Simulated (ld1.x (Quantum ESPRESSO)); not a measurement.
# What one change does to a pseudopotential (phosphorus, ultrasoft)

| Property | Result |
| --- | --- |
| Element | P |
| Generator | ld1.x (Quantum ESPRESSO) 7.5 |
| Type | ultrasoft |
| Functional | LDA (PZ) |
| Relativity | scalar-relativistic |
| Frozen core | [Ne] |
| Valence charge | 5 |
| Reference configuration | 3s2 3p3 |
| Partial waves | 3s (bound): rcut 1.40, rcutus 1.55 bohr; 3s channel at 1.7 Ry: rcut 1.40, rcutus 1.55 bohr; 3p (bound): rcut 1.20, rcutus 1.65 bohr; 3p channel at 2.8 Ry: rcut 1.20, rcutus 1.65 bohr |
| Local potential | all-electron potential smoothed inside 1.20 bohr (lloc = -1) |
| Core correction | none |
| Augmentation charge | PSQ, radius 1.35 bohr |

Change: augmentation PSQ, inside the norm-conserving radii.

Cutoffs: the cutoffs (Ry, on a coarse ladder) from which the occupation-weighted sum of valence levels, in a spherical-Bessel basis at the reference potential, stays within 10 and 1 mRy of its value at 400 Ry; they do not see the model core or the augmentation charge, which bear on the density cutoff. Errors are all-electron minus pseudo energies relative to the spin-unpolarised reference configuration.

Task: Predict the effect on cutoff, ghosts and configuration errors.

Result: The potential gets neither clearly harder nor softer (15 Ry and 25 Ry → 15 Ry and 25 Ry); of the 9 tests that both files solve, the error grows in 1 and shrinks in 0 by more than 15 % and 0.3 meV (median size 6.4 → 7.0 meV); neither file shows a bound ghost.

| quantity | base | changed |
| --- | --- | --- |
| cutoff, loose | 15 Ry | 15 Ry |
| cutoff, tight | 25 Ry | 25 Ry |
| bound ghosts | none | none |
| error for 3s2 3p2, meV [ΔE 9.82 eV] | +1.4 | +1.5 |
| error for 3s2 3p1, meV [ΔE 29.07 eV] | +18 | +19 |
| error for 3s2 3p0, meV [ΔE 58.96 eV] | +90 | +93 |
| error for 3s2 3p2.5, meV [ΔE 3.82 eV] | 0.0 | +0.1 |
| error for 3s1 3p4, meV [ΔE 8.50 eV] | +2.4 | +3.6 |
| error for 3s1 3p3, meV [ΔE 18.89 eV] | +6.4 | +7.0 |
| error for 3s2 3p3.3, meV [ΔE -1.34 eV] | +0.1 | +0.1 |
| error for 3s2 3p3 (spin-polarised), meV [ΔE -1.51 eV] | +120 | +129 |
| error for 3s2 3p2 (spin-polarised), meV [ΔE 8.98 eV] | +81 | +88 |
| s: phases at 1.80 bohr within 0.05 rad from the reference energy up to (Ry; the scan ends near 5) | to the end of the scan | to the end of the scan |
| p: phases at 1.80 bohr within 0.05 rad from the reference energy up to (Ry; the scan ends near 5) | to the end of the scan | to the end of the scan |
| lowest overlap eigenvalue by channel | s 0.43, p 0.72 | s 0.43, p 0.72 |
